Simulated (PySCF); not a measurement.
One of the candidates below gave these computed data.

All candidates are C4H8Se.

* Polarisability: 78.7 au [CAM-B3LYP/def2-SVPD]
* UV, strongest line: among the 6 lowest singlet transitions: S2 at 5.48 eV (226 nm, f = 0.205) [TDDFT CAM-B3LYP/def2-SVPD]
* Dipole: 1.24 D [CAM-B3LYP/def2-SVPD]
* UV, first state: lowest singlet excitation: 4.85 eV (256 nm, f = 0.001) [TDDFT CAM-B3LYP/def2-SVPD]
* Rotational structure: rotational constants A, B, C: 3.548, 2.991, 1.784 GHz [PBE0-D3(BJ)/def2-SVP]

Electronic properties: PySCF, gas phase, density fitting. Levels stand in brackets. One conformer (not necessarily the lowest) at the PBE0-D3(BJ)/def2-SVP geometry, without solvent, vibrations or thermal averaging. Relativistic effects, spin–orbit coupling among them, are left out although an element past zinc is present.

Task: Which candidate is it?
A. `C/C=C\[Se]C`
B. `C/C=C/[Se]C`
C. `C=C[Se]CC`

Result: C. It is `C=C[Se]CC`. Numbering: `[CH2:1]=[CH:2][Se:3][CH2:4][CH3:5]`. The optimised geometry has point group C1 and is an asymmetric top.

The others, at the same levels:
- `C/C=C\[Se]C` fails: its computed lowest singlet excitation is 4.66 eV (266 nm, f = 0.001) (against 4.85 eV), static isotropic polarisability is 81.2 au (against 78.7 au) and rotational constant A is 8.674 GHz (against 3.548 GHz).
- `C/C=C/[Se]C` fails: its computed lowest singlet excitation is 4.68 eV (265 nm, f = 0.000) (against 4.85 eV), static isotropic polarisability is 80.9 au (against 78.7 au) and rotational constant A is 7.652 GHz (against 3.548 GHz).

Each candidate is one conformer, not necessarily the lowest. Dipoles, sizes and rotational constants follow the conformer. The torsions of the flexible species, by atom-mapped SMILES:
- `[CH2:1]=[CH:2][Se:3][CH2:4][CH3:5]`: C1–C2–Se3–C4 -4°, C2–Se3–C4–C5 -77°
- `[CH3:1]/[CH:2]=[CH:3]\[Se:4][CH3:5]`: C2–C3–Se4–C5 180°
- `[CH3:1]/[CH:2]=[CH:3]/[Se:4][CH3:5]`: C2–C3–Se4–C5 0°
